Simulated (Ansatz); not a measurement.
Cartesian coordinates (Å):
```xyz
10

B      2.0271     0.2349    -0.6748
C      0.5995    -0.1597    -0.1468
O      0.5397    -0.9655     0.7503
O     -0.4693     0.4080    -0.7082
C     -1.7356     0.0026    -0.1785
H      2.6118     1.1164    -0.1419
H      2.5245    -0.4206    -1.5268
H     -2.4821     0.5532    -0.7418
H     -1.8708    -1.0701    -0.3053
H     -1.7958     0.2455     0.8810
```
Charge 0, spin multiplicity 1.

Computed with frozen-core CCSD(T)/cc-pVTZ // M06-2X/def2-TZVP run with Ansatz (a first-principles code).

```
Item                            Value
----------------------  -------------
HF energy               -253.13070 Ha
MP2 correlation energy    -0.88945 Ha
```

**Question.** Estimate the CCSD correlation energy, the (T) correction, the total energy and the T1 diagnostic.

**Answer.** 
| Quantity | Result |
|---|---|
| CCSD correlation energy | -0.91738 Ha |
| (T) correction | -0.03822 Ha |
| CCSD(T) total energy | -254.08630 Ha |
| T1 diagnostic | 0.018 |
